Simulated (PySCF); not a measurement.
## Nuclear quadrupole coupling in `CO[SiH2]/C=C(\C#N)OC`

C₅H₉NO₂Si.
Numbering: `[CH3:1][O:2][SiH2:3]/[CH:4]=[C:5](\[C:6]#[N:7])[O:8][CH3:9]` (hydrogens: H10, H11, H12 on C1; H13, H14 on Si3; H15 on C4; H16, H17, H18 on C9)

Structure used (GFN2-xTB), in Å, numbered top down from 1:
```
atom  x, y, z in Å
C1     3.275    0.144   -0.484
O2     1.939    0.114   -0.081
Si3    1.182   -0.947    0.876
C4    -0.622   -0.487    0.668
C5    -1.246   -0.414   -0.515
C6    -0.529   -0.686   -1.715
N7     0.050   -0.926   -2.673
O8    -2.551   -0.111   -0.766
C9    -3.377    0.187    0.331
H10    3.522   -0.752   -1.057
H11    3.415    1.023   -1.113
H12    3.943    0.205    0.379
H13    1.441   -2.337    0.486
H14    1.567   -0.766    2.280
H15   -1.193   -0.306    1.565
H16   -4.360    0.394   -0.088
H17   -3.446   -0.660    1.021
H18   -3.018    1.068    0.873
```

Field gradients from the PBE0/pcSseg-1 density (PySCF, non-relativistic), principal values in atomic units, ordered |Vxx| ≤ |Vyy| ≤ |Vzz|:

```tsv
atom	Vxx	Vyy	Vzz
O2	-0.5359	-1.2028	1.7387
N7	0.4593	0.5358	-0.9952
O8	-0.3669	-1.5478	1.9147
```

Question: Find the asymmetry η = (Vxx − Vyy)/Vzz and the couplings χ = eQV/h (234.96 MHz × Q in barn × V in au), with Q(17O) = −0.0256 b, Q(14N) = 0.02044 b.

Answer: 
```csv
atom,environment,nucleus,η,χzz (MHz),χxx (MHz),χyy (MHz)
O2,silyl ether oxygen,17O,0.38,-10.46,3.22,7.23
N7,nitrile nitrogen,14N,0.08,-4.779,2.206,2.573
O8,ether oxygen,17O,0.62,-11.52,2.21,9.31
```

The tensor is traceless: Vxx + Vyy + Vzz = 0.

Question: What is Vzz at N7 in SI units (1 au = 9.71736 × 10²¹ V/m²)?

Answer: -0.9952 au = -9.670 × 10²¹ V/m².

Question: What couplings would deuterons (Q(2H) = 0.00286 b) have in place of the hydrogens, at this geometry?

Answer: 
```csv
atom,bonded to,bond length (Å),Vzz (au),η,χzz (kHz)
H10,C1,1.092,0.2976,0.08,200
H11,C1,1.090,0.3016,0.07,203
H12,C1,1.093,0.2969,0.08,200
H13,Si3,1.467,0.1567,0.02,105
H14,Si3,1.467,0.1557,0.03,105
H15,C4,1.079,0.3365,0.07,226
H16,C9,1.088,0.3032,0.08,204
H17,C9,1.095,0.2904,0.08,195
H18,C9,1.095,0.2902,0.08,195
```

Geometry: GFN2-xTB, one conformer, isolated molecule. GFN2-xTB bond lengths can be off by several hundredths of an ångström, more for odd bonds, and the gradients follow them. The small basis limits the accuracy of the gradients.
